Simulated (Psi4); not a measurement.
# CrO3 (chromic anhydride): the vertical ionisation energy from total energies

The species is CrO3 (4 atoms), meant as a singlet with charge 0. SMILES: `[O]=[Cr](=[O])=[O]`. The coordinates come from a PBE0-D4/def2-TZVP relaxation.

Both states at this one shape; open shells run unrestricted unless said. 1 Eh = 27.2114 eV.

```tsv
level	program	singlet CrO3 (Eh)	doublet [CrO3]+ (Eh)	HOMO of the first (eV)
M06-L/def2-SVP	Psi4	-1269.774878	-1269.345400	-7.97
TPSSh/def2-SVP	Psi4	-1269.842613	-1269.415033	-8.33
wB97X-V/def2-SVP	Psi4	-1269.540783	-1269.097355	-11.69
```

Problem. Work out the vertical ionisation energy at each level.

Solution. 
1. M06-L/def2-SVP: -1269.345400 − (-1269.774878) = 0.429478 Eh = 11.69 eV; −ε(HOMO) = 7.97 eV.
2. TPSSh/def2-SVP: -1269.415033 − (-1269.842613) = 0.427580 Eh = 11.64 eV; −ε(HOMO) = 8.33 eV.
3. wB97X-V/def2-SVP: -1269.097355 − (-1269.540783) = 0.443428 Eh = 12.07 eV; −ε(HOMO) = 11.69 eV.

No measured value is set beside it here; the levels span 11.64 to 12.07 eV. In semi-local functionals −ε(HOMO) lies far under the ionisation energy, a result of self-interaction, while the difference of totals does much better. The second state is spin-contaminated at wB97X-V/def2-SVP (⟨S²⟩ = 0.89).
